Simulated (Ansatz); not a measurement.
# Molecular dynamics of AlClH₃NO

The input (input.yaml):

```yaml
crystal:
  periodic: [false, false, false]
  atoms:
    - { symbol: Al, position_ang: [-0.029684, -0.039663, -0.001] }
    - { symbol: O, position_ang: [0.031919, -0.221845, 1.71359] }
    - { symbol: H, position_ang: [-0.895757, -0.1599, 2.02266] }
    - { symbol: Cl, position_ang: [1.629896, 0.358922, -1.020795] }
    - { symbol: "N", position_ang: [-1.463589, 0.021057, -0.915064] }
    - { symbol: H, position_ang: [-2.316858, -0.397546, -0.632745] }
    - { symbol: H, position_ang: [-1.576639, 0.84281, -1.792001] }
basis:
  gaussian: { orbitals: STO-3G }
hamiltonian:
  xc: r2scanh
  dispersion: d4
md:
  timestep: 0.25
  n_steps: 166
  ensemble: nve
  temperature: 300.0
  initial_velocities: maxwell_boltzmann
  seed: 850932
```

Command:

```bash
$ ansatz run input.yaml --threads 1 --pin off --max-ram 2048MiB --backend cpu --events-out ev --progress --plain --runs-dir out
```

It goes on from the last frame of an earlier run, with new velocities.

Output, in part (one step line in 3, the closing report, with atoms numbered from 0):

```
md step     0: t =     0.00 fs  T =   300.0 K  F+E_penalty+E_count = -22441.96207168 eV  E_kin = 0.193890 eV  conserved = -22441.76818168 eV  (22 SCF iters)
md step     3: t =     0.75 fs  T =   250.3 K  F+E_penalty+E_count = -22441.93001327 eV  E_kin = 0.161792 eV  conserved = -22441.76822123 eV  (19 SCF iters)
md step     6: t =     1.50 fs  T =   537.9 K  F+E_penalty+E_count = -22442.11669484 eV  E_kin = 0.347662 eV  conserved = -22441.76903309 eV  (26 SCF iters)
md step     9: t =     2.25 fs  T =   989.1 K  F+E_penalty+E_count = -22442.40957140 eV  E_kin = 0.639274 eV  conserved = -22441.77029744 eV  (25 SCF iters)
md step    12: t =     3.00 fs  T =  1329.4 K  F+E_penalty+E_count = -22442.63132716 eV  E_kin = 0.859214 eV  conserved = -22441.77211301 eV  (26 SCF iters)
md step    15: t =     3.75 fs  T =  1229.5 K  F+E_penalty+E_count = -22442.56752948 eV  E_kin = 0.794657 eV  conserved = -22441.77287205 eV  (25 SCF iters)
md step    18: t =     4.50 fs  T =   697.0 K  F+E_penalty+E_count = -22442.21921662 eV  E_kin = 0.450467 eV  conserved = -22441.76874940 eV  (22 SCF iters)
md step    21: t =     5.25 fs  T =   566.1 K  F+E_penalty+E_count = -22442.13244446 eV  E_kin = 0.365861 eV  conserved = -22441.76658300 eV  (26 SCF iters)
md step    24: t =     6.00 fs  T =  1176.1 K  F+E_penalty+E_count = -22442.53221932 eV  E_kin = 0.760112 eV  conserved = -22441.77210777 eV  (25 SCF iters)
md step    27: t =     6.75 fs  T =  1559.9 K  F+E_penalty+E_count = -22442.78171532 eV  E_kin = 1.008183 eV  conserved = -22441.77353184 eV  (25 SCF iters)
md step    30: t =     7.50 fs  T =  1299.5 K  F+E_penalty+E_count = -22442.61088598 eV  E_kin = 0.839881 eV  conserved = -22441.77100468 eV  (25 SCF iters)
md step    33: t =     8.25 fs  T =   801.6 K  F+E_penalty+E_count = -22442.28689827 eV  E_kin = 0.518083 eV  conserved = -22441.76881566 eV  (26 SCF iters)
md step    36: t =     9.00 fs  T =   501.2 K  F+E_penalty+E_count = -22442.09218963 eV  E_kin = 0.323897 eV  conserved = -22441.76829296 eV  (22 SCF iters)
md step    39: t =     9.75 fs  T =   523.9 K  F+E_penalty+E_count = -22442.10739135 eV  E_kin = 0.338613 eV  conserved = -22441.76877800 eV  (26 SCF iters)
md step    42: t =    10.50 fs  T =   778.7 K  F+E_penalty+E_count = -22442.27269140 eV  E_kin = 0.503305 eV  conserved = -22441.76938596 eV  (26 SCF iters)
md step    45: t =    11.25 fs  T =  1124.1 K  F+E_penalty+E_count = -22442.49675154 eV  E_kin = 0.726498 eV  conserved = -22441.77025399 eV  (26 SCF iters)
md step    48: t =    12.00 fs  T =  1366.6 K  F+E_penalty+E_count = -22442.65498971 eV  E_kin = 0.883227 eV  conserved = -22441.77176304 eV  (26 SCF iters)
md step    51: t =    12.75 fs  T =  1244.7 K  F+E_penalty+E_count = -22442.57665933 eV  E_kin = 0.804448 eV  conserved = -22441.77221106 eV  (25 SCF iters)
md step    54: t =    13.50 fs  T =   806.1 K  F+E_penalty+E_count = -22442.28940091 eV  E_kin = 0.520957 eV  conserved = -22441.76844369 eV  (23 SCF iters)
md step    57: t =    14.25 fs  T =   780.2 K  F+E_penalty+E_count = -22442.27154849 eV  E_kin = 0.504268 eV  conserved = -22441.76728056 eV  (24 SCF iters)
md step    60: t =    15.00 fs  T =  1333.0 K  F+E_penalty+E_count = -22442.63392470 eV  E_kin = 0.861523 eV  conserved = -22441.77240176 eV  (26 SCF iters)
md step    63: t =    15.75 fs  T =  1569.3 K  F+E_penalty+E_count = -22442.78745867 eV  E_kin = 1.014240 eV  conserved = -22441.77321832 eV  (26 SCF iters)
md step    66: t =    16.50 fs  T =  1225.3 K  F+E_penalty+E_count = -22442.56225755 eV  E_kin = 0.791880 eV  conserved = -22441.77037793 eV  (24 SCF iters)
md step    69: t =    17.25 fs  T =   784.3 K  F+E_penalty+E_count = -22442.27542915 eV  E_kin = 0.506870 eV  conserved = -22441.76855957 eV  (26 SCF iters)
md step    72: t =    18.00 fs  T =   611.1 K  F+E_penalty+E_count = -22442.16374146 eV  E_kin = 0.394962 eV  conserved = -22441.76877900 eV  (26 SCF iters)
md step    75: t =    18.75 fs  T =   688.3 K  F+E_penalty+E_count = -22442.21423759 eV  E_kin = 0.444845 eV  conserved = -22441.76939283 eV  (26 SCF iters)
md step    78: t =    19.50 fs  T =   886.2 K  F+E_penalty+E_count = -22442.34243147 eV  E_kin = 0.572761 eV  conserved = -22441.76967086 eV  (25 SCF iters)
md step    81: t =    20.25 fs  T =  1121.8 K  F+E_penalty+E_count = -22442.49527260 eV  E_kin = 0.725020 eV  conserved = -22441.77025303 eV  (26 SCF iters)
md step    84: t =    21.00 fs  T =  1265.9 K  F+E_penalty+E_count = -22442.58967038 eV  E_kin = 0.818169 eV  conserved = -22441.77150099 eV  (25 SCF iters)
md step    87: t =    21.75 fs  T =  1116.0 K  F+E_penalty+E_count = -22442.49294673 eV  E_kin = 0.721279 eV  conserved = -22441.77166808 eV  (26 SCF iters)
md step    90: t =    22.50 fs  T =   755.3 K  F+E_penalty+E_count = -22442.25667810 eV  E_kin = 0.488163 eV  conserved = -22441.76851506 eV  (25 SCF iters)
md step    93: t =    23.25 fs  T =   783.7 K  F+E_penalty+E_count = -22442.27474545 eV  E_kin = 0.506478 eV  conserved = -22441.76826781 eV  (25 SCF iters)
md step    96: t =    24.00 fs  T =  1217.6 K  F+E_penalty+E_count = -22442.55952857 eV  E_kin = 0.786926 eV  conserved = -22441.77260258 eV  (25 SCF iters)
md step    99: t =    24.75 fs  T =  1296.1 K  F+E_penalty+E_count = -22442.61017502 eV  E_kin = 0.837699 eV  conserved = -22441.77247594 eV  (26 SCF iters)
md step   102: t =    25.50 fs  T =   949.7 K  F+E_penalty+E_count = -22442.38342117 eV  E_kin = 0.613822 eV  conserved = -22441.76959887 eV  (25 SCF iters)
md step   105: t =    26.25 fs  T =   662.3 K  F+E_penalty+E_count = -22442.19702425 eV  E_kin = 0.428062 eV  conserved = -22441.76896204 eV  (25 SCF iters)
md step   108: t =    27.00 fs  T =   579.9 K  F+E_penalty+E_count = -22442.14450330 eV  E_kin = 0.374809 eV  conserved = -22441.76969413 eV  (26 SCF iters)
md step   111: t =    27.75 fs  T =   570.7 K  F+E_penalty+E_count = -22442.13859355 eV  E_kin = 0.368867 eV  conserved = -22441.76972692 eV  (25 SCF iters)
md step   114: t =    28.50 fs  T =   600.4 K  F+E_penalty+E_count = -22442.15745404 eV  E_kin = 0.388039 eV  conserved = -22441.76941477 eV  (26 SCF iters)
md step   117: t =    29.25 fs  T =   708.4 K  F+E_penalty+E_count = -22442.22752681 eV  E_kin = 0.457841 eV  conserved = -22441.76968568 eV  (25 SCF iters)
md step   120: t =    30.00 fs  T =   836.3 K  F+E_penalty+E_count = -22442.31126732 eV  E_kin = 0.540523 eV  conserved = -22441.77074481 eV  (26 SCF iters)
md step   123: t =    30.75 fs  T =   808.3 K  F+E_penalty+E_count = -22442.29362257 eV  E_kin = 0.522420 eV  conserved = -22441.77120230 eV  (25 SCF iters)
md step   126: t =    31.50 fs  T =   619.6 K  F+E_penalty+E_count = -22442.16966594 eV  E_kin = 0.400442 eV  conserved = -22441.76922437 eV  (22 SCF iters)
md step   129: t =    32.25 fs  T =   660.7 K  F+E_penalty+E_count = -22442.19585199 eV  E_kin = 0.427004 eV  conserved = -22441.76884781 eV  (26 SCF iters)
md step   132: t =    33.00 fs  T =   980.4 K  F+E_penalty+E_count = -22442.40565407 eV  E_kin = 0.633647 eV  conserved = -22441.77200686 eV  (26 SCF iters)
md step   135: t =    33.75 fs  T =  1053.8 K  F+E_penalty+E_count = -22442.45264605 eV  E_kin = 0.681059 eV  conserved = -22441.77158679 eV  (25 SCF iters)
md step   138: t =    34.50 fs  T =   894.9 K  F+E_penalty+E_count = -22442.34782364 eV  E_kin = 0.578382 eV  conserved = -22441.76944210 eV  (26 SCF iters)
md step   141: t =    35.25 fs  T =   845.5 K  F+E_penalty+E_count = -22442.31628917 eV  E_kin = 0.546437 eV  conserved = -22441.76985206 eV  (26 SCF iters)
md step   144: t =    36.00 fs  T =   853.1 K  F+E_penalty+E_count = -22442.32176192 eV  E_kin = 0.551372 eV  conserved = -22441.77039031 eV  (22 SCF iters)
md step   147: t =    36.75 fs  T =   796.8 K  F+E_penalty+E_count = -22442.28482609 eV  E_kin = 0.514977 eV  conserved = -22441.76984886 eV  (26 SCF iters)
md step   150: t =    37.50 fs  T =   748.7 K  F+E_penalty+E_count = -22442.25317770 eV  E_kin = 0.483871 eV  conserved = -22441.76930709 eV  (26 SCF iters)
md step   153: t =    38.25 fs  T =   803.2 K  F+E_penalty+E_count = -22442.28860373 eV  E_kin = 0.519095 eV  conserved = -22441.76950836 eV  (26 SCF iters)
md step   156: t =    39.00 fs  T =   923.8 K  F+E_penalty+E_count = -22442.36737480 eV  E_kin = 0.597060 eV  conserved = -22441.77031464 eV  (26 SCF iters)
md step   159: t =    39.75 fs  T =   981.3 K  F+E_penalty+E_count = -22442.40467471 eV  E_kin = 0.634210 eV  conserved = -22441.77046489 eV  (25 SCF iters)
md step   162: t =    40.50 fs  T =   990.4 K  F+E_penalty+E_count = -22442.40954764 eV  E_kin = 0.640124 eV  conserved = -22441.76942346 eV  (23 SCF iters)
md step   165: t =    41.25 fs  T =  1130.2 K  F+E_penalty+E_count = -22442.50090059 eV  E_kin = 0.730418 eV  conserved = -22441.77048266 eV  (24 SCF iters)
md step   166: t =    41.50 fs  T =  1187.9 K  F+E_penalty+E_count = -22442.53913013 eV  E_kin = 0.767741 eV  conserved = -22441.77138903 eV  (22 SCF iters)
Total energy: -22442.53913482 eV, -824.7481011052 hartree
Atom 0 at    -0.069142     0.052577     0.039295 Å, force    -0.089929    -0.152774    -1.128193 eV/Å
Atom 1 at     0.026159    -0.281551     1.690022 Å, force    -0.339564    -0.050334     0.213722 eV/Å
Atom 2 at    -0.912967    -0.634446     1.891414 Å, force     0.294990     0.164821     0.079847 eV/Å
Atom 3 at     1.690643     0.357959    -1.043042 Å, force    -0.101311    -0.053265     0.263679 eV/Å
Atom 4 at    -1.523712    -0.018800    -0.907007 Å, force     1.712565     1.567289     5.828311 eV/Å
Atom 5 at    -2.403492     0.306071    -0.535069 Å, force    -1.012886     0.137275     0.281214 eV/Å
Atom 6 at    -1.626126    -0.319915    -1.792527 Å, force    -0.463865    -1.613013    -5.538581 eV/Å
Dipole moment:    -0.862799    -0.097203     0.234963 e Å
```

The run went to its last step. The conserved energy stayed within 0.8 meV per atom of its start (net change -0.46 meV per atom), so the integration is sound. The kinetic energy rose, since the run started high on the potential surface and went downhill. A run of 0.042 ps of so small a system gives no equilibrium averages. Limits of this set-up: minimal basis.

The same pairs are bonded in the first frame and the last. Pairs count as bonded within 1.25 times the sum of covalent radii (0.12 Å more for H–H).

Last frame:

```xyz
7
Properties=species:S:1:pos:R:3
Al -0.069 0.053 0.039
O 0.026 -0.282 1.690
H -0.913 -0.634 1.891
Cl 1.691 0.358 -1.043
N -1.524 -0.019 -0.907
H -2.404 0.306 -0.535
H -1.626 -0.320 -1.792
```

The run took 6.6 min on 1 thread of Arm Neoverse V1, with other jobs on the host, peak memory 0.11 GiB.
